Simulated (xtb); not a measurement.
BF₃, charge -1, doublet, from a rough starting geometry (a state made from the parent by changing its charge; the spin is typed, not shown lowest); xtb with GFN2-xTB.

The xtb input:
```
$ xtb mol.xyz --gfn 2 --chrg -1 --uhf 1 --opt vtight --json

# file mol.xyz
4

B      0.04341890    -0.02664457     0.03459377
F     -1.13860545    -0.66973781    -0.02079408
F      0.00537104     1.20370046    -0.49864630
F      1.10060295    -0.49723388     0.46858307
```

Question: Write the output that xtb gives for this input, abridged.

Answer: 
```
   ID    Z sym.   atoms
    1    5 B      1
    2    9 F      2-4

           -------------------------------------------------
          |                Calculation Setup                |
           -------------------------------------------------

           -------------------------------------------------
          |                 G F N 2 - x T B                 |
           -------------------------------------------------

          ...................................................
          :                      SETUP                      :
          :.................................................:
          :  # basis functions                  16          :
          :  # atomic orbitals                  16          :
          :  # shells                            8          :
          :  # electrons                        25          :
          :  max. iterations                   250          :
          :  Hamiltonian                  GFN2-xTB          :
          :  restarted?                      false          :
          :  GBSA solvation                  false          :
          :  PC potential                    false          :
          :  electronic temp.          300.0000000     K    :
          :  accuracy                    1.0000000          :
          :  -> integral cutoff          0.2500000E+02      :
          :  -> integral neglect         0.1000000E-07      :
          :  -> SCF convergence          0.1000000E-05 Eh   :
          :  -> wf. convergence          0.1000000E-03 e    :
          :  Broyden damping             0.4000000          :
          :  net charge                         -1          :
          :  unpaired electrons                  1          :
          ...................................................

 iter      E             dE          RMSdq      gap      omega  full diag
   1    -15.5953125 -0.155953E+02  0.119E+01   13.71       0.0  T
   2    -15.6633528 -0.680403E-01  0.677E+00   13.80       1.0  T
   3    -15.6715244 -0.817158E-02  0.147E+00   12.22       1.0  T
   4    -15.6750381 -0.351370E-02  0.580E-01   12.08       1.0  T
   5    -15.6754814 -0.443267E-03  0.353E-01   11.94       1.0  T
   6    -15.6759048 -0.423445E-03  0.784E-02   12.03       1.0  T
   7    -15.6759334 -0.286276E-04  0.153E-02   12.02       3.3  T
   8    -15.6759341 -0.697957E-06  0.474E-03   12.01      10.6  T
   9    -15.6759342 -0.851522E-07  0.140E-03   12.01      35.7  T
[...]
 * total energy  :   -15.7016341 Eh     change       -0.3650339E-02 Eh
 * total energy  :   -15.7065867 Eh     change       -0.4952578E-02 Eh
 * total energy  :   -15.7071866 Eh     change       -0.5998886E-03 Eh
 * total energy  :   -15.7081595 Eh     change       -0.9728574E-03 Eh
 * total energy  :   -15.7082069 Eh     change       -0.4744814E-04 Eh
 * total energy  :   -15.7082243 Eh     change       -0.1742769E-04 Eh
 * total energy  :   -15.7082405 Eh     change       -0.1614052E-04 Eh
 * total energy  :   -15.7082433 Eh     change       -0.2787134E-05 Eh
 * total energy  :   -15.7082437 Eh     change       -0.4080856E-06 Eh
 * total energy  :   -15.7082439 Eh     change       -0.2098426E-06 Eh
 * total energy  :   -15.7082441 Eh     change       -0.1640746E-06 Eh
 * total energy  :   -15.7082441 Eh     change       -0.4900578E-08 Eh
   *** GEOMETRY OPTIMIZATION CONVERGED AFTER 16 ITERATIONS ***
         :: total energy             -15.708244059268 Eh    ::
[...]
        13        1.0000           -0.0220398              -0.5997 (HOMO)
        14                          0.4356860              11.8556 (LUMO)
        15                          0.4357340              11.8569
        16                          0.5479711              14.9111
      -------------------------------------------------------------
                  HL-Gap            0.4577258 Eh           12.4554 eV
             Fermi-level            0.0427701 Eh            1.1638 eV

     #   Z          covCN         q      C6AA      α(0)
     1   5 B        2.151     0.414    29.758    11.295
     2   9 F        0.717    -0.471    14.465     4.491
     3   9 F        0.717    -0.471    14.465     4.491
     4   9 F        0.717    -0.471    14.465     4.491

 Mol. C6AA /au·bohr⁶  :        271.719103
 Mol. C8AA /au·bohr⁸  :       6332.057216
 Mol. α(0) /au        :         24.768110

Wiberg/Mayer (AO) data.
largest (>0.10) Wiberg bond orders for each atom

 ---------------------------------------------------------------------------
     #   Z sym  total        # sym  WBO       # sym  WBO       # sym  WBO
 ---------------------------------------------------------------------------
     1   5 B    2.421 --     2 F    0.807     3 F    0.807     4 F    0.807
     2   9 F    0.854 --     1 B    0.807
     3   9 F    0.854 --     1 B    0.807
     4   9 F    0.854 --     1 B    0.807
 ---------------------------------------------------------------------------

Topologies differ in total number of bonds
Writing topology from bond orders to xtbtopo.mol

molecular dipole:
                 x           y           z       tot (Debye)
 q only:       -0.030       0.323       0.612
   full:       -0.020       0.197       0.380       1.088
molecular quadrupole (traceless):
                xx          xy          yy          xz          yz          zz
 q only:       -2.332      -0.118      -0.737      -0.217       2.946       3.069
  q+dip:       -2.471      -0.126      -0.785      -0.232       3.120       3.256
   full:       -2.317      -0.118      -0.735      -0.218       2.925       3.052

optimized geometry written to: xtbopt.xyz

           -------------------------------------------------
          | TOTAL ENERGY              -15.708244059268 Eh   |
          | GRADIENT NORM               0.000015347246 Eh/α |
          | HOMO-LUMO GAP              12.455352423276 eV   |
           -------------------------------------------------

normal termination of xtb
```
